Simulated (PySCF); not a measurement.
Vertical excitations of a molecule C₄H₅NO from PySCF with TDA-B3LYP/def2-SVPD, as energy in eV (oscillator strength): 4.80 (0.007), 5.65 (0.020), 5.83 (0.245), 6.01 (0.026), 6.47 (0.081), 6.49 (0.008), 6.77 (0.014), 6.96 (0.003), 7.10 (0.014), 7.31 (0.004). Lowest triplet (TDA): 3.76 eV. Geometry: B3LYP-D3(BJ)/def2-SVP. Other conformers were not sampled.

Which structure fits?
A. Cc1cocn1
B. Nc1ccoc1
C. C1=CN=COC1
D. Nc1ccco1

D, Nc1ccco1
